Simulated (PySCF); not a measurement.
Identify the compound

Molecular formula: C$_{10}$H$_{10}$O$_{3}$. Simulated spectra:

1H NMR (400 MHz, computed): δ 8.40 (d, J = 9.2 Hz, 2H), 8.20 (d, J = 9.2 Hz, 2H), 3.90 (s, 3H), 2.59 (s, 3H).

13C{1H} NMR (computed): δ 198.2, 169.5, 142.2, 137.4, 136.0, 133.8, 52.6, 27.7.

Theory: NMR shieldings at PBE0/pcSseg-1/GIAO, geometry: PBE0-D3(BJ)/def2-SVP, J couplings at B3LYP/pcJ-1 (without the spin–dipole term), in PySCF 2.14.0 with density-fitted response routines (no solvent model, single conformer, averaged over atoms made equivalent by symmetry, fast rotation or ring inversion, non-relativistic).

Scale: 1H (σref 31.27), 13C (σref 184.41) vs TMS (reference shieldings calculated alike).

Q: Propose a structure and justify it.

A: 
- Rings plus π bonds: 6 (1 ring in the answer).
- 8 carbon signals for 10 carbons: some carbons are equivalent by symmetry or fast rotation.
- Carbon types of the structure: 4 × C, 4 × CH, 2 × CH3, which accounts for all hydrogens.
- δC 198.2: ketone carbonyl carbon; the double bond to the heteroatom, with no lone-pair donor beside it, deshields it most.
- δC 169.5: ester carbonyl carbon; lone-pair donation from the attached heteroatom keeps it upfield of a ketone carbonyl.
- δC 142.2, 137.4: substituted aromatic carbon.
- δC 136.0, 133.8: aromatic CH; the aromatic region.
- δC 52.6: methyl carbon bonded to O; the inductive effect lowers its shielding.
- δH 8.40, 8.20: hydrogen on an aromatic CH; ring current plus the deshielding of an ortho carbonyl group.
- δH 2.59: hydrogen on a methyl carbon α to a carbonyl; α to C=O.
- The protons at 8.40 and 8.20 share a coupling of 9.2 Hz (vicinal, an ortho-type coupling).

These data were computed for SMILES COC(=O)c1ccc(C(C)=O)cc1.

The shifts were computed for this structure.

Splittings below 1 Hz are ignored in the labels, and close J values are merged. Couplings among chemically equivalent protons are left out too, so labels in AA′BB′ or AA′XX′ sets are apparent multiplicities. Unscaled 3J(H,H) at this level run about 10 % above measured values. Shifts are as computed. Against solution values, carbons near 30 ppm lie about +2 ppm off and those near 130 ppm about +5 ppm (rms about the fit 1.9 ppm; single classes can miss by 10 ppm). Of 1328 compounds with measured shifts, 309 miss one by over three times the rms of a fit or turn the order of signals round; such compounds aren't used in these exercises. Signals without a measured value on file couldn't be tested in this way; 1H shifts scatter by 0.2 ppm about their fit, and single ones miss by 0.5 ppm.
